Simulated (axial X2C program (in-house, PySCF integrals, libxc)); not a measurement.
# Photoelectron levels of AuS⁻ by EOM-IP-CCSD

Computed with an in-house all-electron X2C program for linear molecules (integrals from PySCF): two-component X2C with atomic mean-field Coulomb and Gaunt terms, Gaussian nuclei, basis Au dyall-acv3z, S dyall-av3z with contracted cores.

R = 2.295 Å (1.045 times 2.196 Å, the PBE0 minimum at charge -1 for the lowest determinant).

Vertical detachment energies of AuS⁻ to the states of AuS:

| Ω of AuS | vertical detachment energy (eV) | above lowest (cm⁻¹) | ionised spinor | one-hole weight |
| --- | --- | --- | --- | --- |
| 3/2 | 2.285 | 0 | 79% S pπ, 9% Au dπ, 7% Au pπ | 0.92 |
| 1/2 | 2.405 | 968 | 79% S pπ, 8% Au pπ, 8% Au dπ | 0.92 |
| 1/2 | 4.221 | 15611 | 46% S pσ, 37% Au sσ, 11% Au dσ | 0.95 |
| 5/2 | 5.715 | 27663 | 99% Au dδ | 0.92 |

(1) What is the splitting of the first π pair in the table, and is it regular or inverted?

This point took 22 s on 1 thread of Intel(R) Xeon(R) 6975P-C (Granite Rapids), with other jobs on the host.

Reference electrons by ω block (each with its −ω partner): 1/2: 28, 3/2: 14, 5/2: 5, 7/2: 1. 18 electrons of AuS⁻ correlated (inner shells frozen), 84 natural virtual spinors (a truncated set); levels can be off by some tenths of an eV. Roots sought by Ω: (1/2: 4, 3/2: 3, 5/2: 1); rows need 60 % one-particle weight and stop where some Ω has no more roots. Missing are any skipped roots, higher Ω and states of a further excitation; these come out far too high here and may in truth be low or lowest. T1 of the reference 0.027 (Lee–Taylor). Number of frozen shells: Au 5 s, 4 p, 2 d, 1 f; S 2 s, 1 p. Large amplitudes in the reference (orbital relaxation or multireference character) lower the reliability.

Results:

(1) E(3/2) − E(1/2) = 0 − 968 = -968 cm⁻¹ at EOM-IP-CCSD: inverted, Ω = 3/2 lower. Splittings at this level can be off by ten to twenty per cent.
